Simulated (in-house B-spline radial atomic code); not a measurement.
Whole-atom quantities along the 34-electron series, configuration 1s2 2s2 2p6 3s2 3p6 3d10 4s2 4p1/2(2) 4p3/2(2). Breit and QED terms are first order and not part of the total energy; the density at the nucleus is averaged over the nuclear charge. Computed with a B-spline radial code for spherical atoms: Dirac-Hartree-Fock, jj configuration that fills j = l - 1/2 first, finite nuclei.

```json
{"ion": "Er34+", "Z": "68", "E/Z² (Eh)": "-2.6915", "Σ<r²> (bohr²)": "2.4098", "n(0)/Z³ (bohr⁻³)": "2.5853", "Lamb diamagnetic shielding (ppm)": "7554.25", "repulsion over attraction": "0.093073", "Breit energy (eV)": "336", "self-energy (eV)": "277.08", "vacuum polarisation (eV)": "-45.857"}
{"ion": "Tm35+", "Z": "69", "E/Z² (Eh)": "?", "Σ<r²> (bohr²)": "?", "n(0)/Z³ (bohr⁻³)": "?", "Lamb diamagnetic shielding (ppm)": "?", "repulsion over attraction": "?", "Breit energy (eV)": "?", "self-energy (eV)": "?", "vacuum polarisation (eV)": "?"}
{"ion": "Yb36+", "Z": "70", "E/Z² (Eh)": "-2.717", "Σ<r²> (bohr²)": "2.2171", "n(0)/Z³ (bohr⁻³)": "2.7768", "Lamb diamagnetic shielding (ppm)": "7856.73", "repulsion over attraction": "0.09038", "Breit energy (eV)": "370.71", "self-energy (eV)": "308.95", "vacuum polarisation (eV)": "-52.607"}
{"ion": "Lu37+", "Z": "71", "E/Z² (Eh)": "-2.7297", "Σ<r²> (bohr²)": "2.129", "n(0)/Z³ (bohr⁻³)": "2.8746", "Lamb diamagnetic shielding (ppm)": "8010.37", "repulsion over attraction": "0.089075", "Breit energy (eV)": "389.01", "self-energy (eV)": "325.97", "vacuum polarisation (eV)": "-56.297"}
{"ion": "Hf38+", "Z": "72", "E/Z² (Eh)": "-2.7423", "Σ<r²> (bohr²)": "2.0459", "n(0)/Z³ (bohr⁻³)": "2.9919", "Lamb diamagnetic shielding (ppm)": "8165.78", "repulsion over attraction": "0.087796", "Breit energy (eV)": "407.95", "self-energy (eV)": "343.75", "vacuum polarisation (eV)": "-60.231"}
{"ion": "Ta39+", "Z": "73", "E/Z² (Eh)": "?", "Σ<r²> (bohr²)": "?", "n(0)/Z³ (bohr⁻³)": "?", "Lamb diamagnetic shielding (ppm)": "?", "repulsion over attraction": "?", "Breit energy (eV)": "?", "self-energy (eV)": "?", "vacuum polarisation (eV)": "?"}
{"ion": "W40+", "Z": "74", "E/Z² (Eh)": "-2.7673", "Σ<r²> (bohr²)": "1.8928", "n(0)/Z³ (bohr⁻³)": "3.2334", "Lamb diamagnetic shielding (ppm)": "8481.9", "repulsion over attraction": "0.085315", "Breit energy (eV)": "447.82", "self-energy (eV)": "381.75", "vacuum polarisation (eV)": "-68.839"}
{"ion": "Re41+", "Z": "75", "E/Z² (Eh)": "-2.7797", "Σ<r²> (bohr²)": "1.8224", "n(0)/Z³ (bohr⁻³)": "3.3651", "Lamb diamagnetic shielding (ppm)": "8642.79", "repulsion over attraction": "0.08411", "Breit energy (eV)": "468.79", "self-energy (eV)": "402.03", "vacuum polarisation (eV)": "-73.551"}
{"ion": "Os42+", "Z": "76", "E/Z² (Eh)": "-2.7921", "Σ<r²> (bohr²)": "1.7555", "n(0)/Z³ (bohr⁻³)": "3.4948", "Lamb diamagnetic shielding (ppm)": "8805.6", "repulsion over attraction": "0.082929", "Breit energy (eV)": "490.47", "self-energy (eV)": "423.21", "vacuum polarisation (eV)": "-78.544"}
{"ion": "Ir43+", "Z": "77", "E/Z² (Eh)": "-2.8045", "Σ<r²> (bohr²)": "1.6921", "n(0)/Z³ (bohr⁻³)": "3.6442", "Lamb diamagnetic shielding (ppm)": "8970.55", "repulsion over attraction": "0.081769", "Breit energy (eV)": "512.88", "self-energy (eV)": "445.32", "vacuum polarisation (eV)": "-83.865"}
{"ion": "Pt44+", "Z": "78", "E/Z² (Eh)": "-2.8169", "Σ<r²> (bohr²)": "1.6318", "n(0)/Z³ (bohr⁻³)": "3.7933", "Lamb diamagnetic shielding (ppm)": "9137.58", "repulsion over attraction": "0.08063", "Breit energy (eV)": "536.04", "self-energy (eV)": "468.4", "vacuum polarisation (eV)": "-89.505"}
{"ion": "Au45+", "Z": "79", "E/Z² (Eh)": "-2.8293", "Σ<r²> (bohr²)": "1.5745", "n(0)/Z³ (bohr⁻³)": "3.9542", "Lamb diamagnetic shielding (ppm)": "9306.86", "repulsion over attraction": "0.079512", "Breit energy (eV)": "559.96", "self-energy (eV)": "492.51", "vacuum polarisation (eV)": "-95.502"}
{"ion": "Hg46+", "Z": "80", "E/Z² (Eh)": "-2.8417", "Σ<r²> (bohr²)": "1.52", "n(0)/Z³ (bohr⁻³)": "4.1187", "Lamb diamagnetic shielding (ppm)": "9478.43", "repulsion over attraction": "0.078413", "Breit energy (eV)": "584.66", "self-energy (eV)": "517.68", "vacuum polarisation (eV)": "-101.87"}
{"ion": "Tl47+", "Z": "81", "E/Z² (Eh)": "-2.8541", "Σ<r²> (bohr²)": "1.468", "n(0)/Z³ (bohr⁻³)": "4.2975", "Lamb diamagnetic shielding (ppm)": "9652.43", "repulsion over attraction": "0.077333", "Breit energy (eV)": "610.18", "self-energy (eV)": "543.96", "vacuum polarisation (eV)": "-108.63"}
{"ion": "Pb48+", "Z": "82", "E/Z² (Eh)": "?", "Σ<r²> (bohr²)": "?", "n(0)/Z³ (bohr⁻³)": "?", "Lamb diamagnetic shielding (ppm)": "?", "repulsion over attraction": "?", "Breit energy (eV)": "?", "self-energy (eV)": "?", "vacuum polarisation (eV)": "?"}
{"ion": "Bi49+", "Z": "83", "E/Z² (Eh)": "-2.8789", "Σ<r²> (bohr²)": "1.3712", "n(0)/Z³ (bohr⁻³)": "4.6776", "Lamb diamagnetic shielding (ppm)": "10008", "repulsion over attraction": "0.075228", "Breit energy (eV)": "663.71", "self-energy (eV)": "600.05", "vacuum polarisation (eV)": "-123.45"}
```

Q: Fill in the row of Tm35+.

A: E/Z² (Eh): -2.7043; Σ<r²> (bohr²): 2.3106; n(0)/Z³ (bohr⁻³): 2.6872; Lamb diamagnetic shielding (ppm): 7704.74; repulsion over attraction: 0.091712; Breit energy (eV): 353.05; self-energy (eV): 292.66; vacuum polarisation (eV): -49.137.

Q: Fill in the row of Ta39+.

A: E/Z² (Eh): -2.7548; Σ<r²> (bohr²): 1.9672; n(0)/Z³ (bohr⁻³): 3.1106; Lamb diamagnetic shielding (ppm): 8322.93; repulsion over attraction: 0.086543; Breit energy (eV): 427.55; self-energy (eV): 362.33; vacuum polarisation (eV): -64.406.

Q: Fill in the row of Pb48+.

A: E/Z² (Eh): -2.8665; Σ<r²> (bohr²): 1.4185; n(0)/Z³ (bohr⁻³): 4.4815; Lamb diamagnetic shielding (ppm): 9828.92; repulsion over attraction: 0.076272; Breit energy (eV): 636.52; self-energy (eV): 571.4; vacuum polarisation (eV): -115.82.

Q: With what power of Z does the column «vacuum polarisation (eV)» change over this range?

A: A fit of the logarithm of its size against log Z from Z = 68 to 83 has slope 4.97.
